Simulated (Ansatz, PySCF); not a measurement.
Process, species as SMILES: C#CC -> [C]#CC + H atom (the C-H bond at the site shown breaks; other sites are not compared here)
Geometries: B3LYP-D3(BJ)/def2-TZVP minima from Ansatz (a first-principles code). Unstable Hartree-Fock reference: [C]#CC.

Wanted: bond dissociation energy (0 K, with B3LYP-D3(BJ) harmonic zero-point energies from PySCF), in kcal/mol. Valence correlation only, unless marked. UHF or UKS for open shells. Spin-orbit coupling is left out. Non-relativistic. 

| level | program | bond dissociation energy (kcal/mol) |
|---|---|---|
| RI-HF/aug-cc-pVTZ | Ansatz | 103.1 |
| SVWN5/def2-TZVPD | Ansatz | 140.9 |
| revPBE-D4/def2-TZVPD | Ansatz + dftd4 | 124.9 |
| BP86-D3(BJ)/def2-TZVPD | PySCF + dftd3 | 129.5 |
| BP86-D4/def2-TZVPD | PySCF + dftd4 | 129.5 |
| TPSS-D3(BJ)/def2-TZVPD | PySCF + dftd3 | 128.5 |
| B97M-V/def2-TZVPD | Ansatz | 127.9 |
| PBE0-D4/def2-TZVP | Ansatz + dftd4 | 129.3 |
| PBE0/def2-TZVP | Ansatz | 129.2 |
| PBE0/def2-QZVPP | Ansatz | 129.5 |
| BHLYP-D3(BJ)/def2-TZVPD | Ansatz + dftd3 | 130.0 |
| r2SCANh/def2-TZVPD | Ansatz | 127.6 |
| PW6B95-D4/def2-TZVPD | PySCF + dftd4 | 131.7 |
| PW6B95/def2-TZVPD | PySCF | 131.5 |
| LC-wPBE-D4/def2-TZVPD | Ansatz + dftd4 | 131.4 |
| wB97X-V/def2-TZVPD | Ansatz | 131.9 |
| B2PLYP/def2-TZVPD | Ansatz | 133.0 |
| MP2/STO-3G | Ansatz | 158.2 |
| RI-MP2/aug-cc-pVTZ | Ansatz | 149.4 |
| CCSD/6-31G | Ansatz | 115.1 |
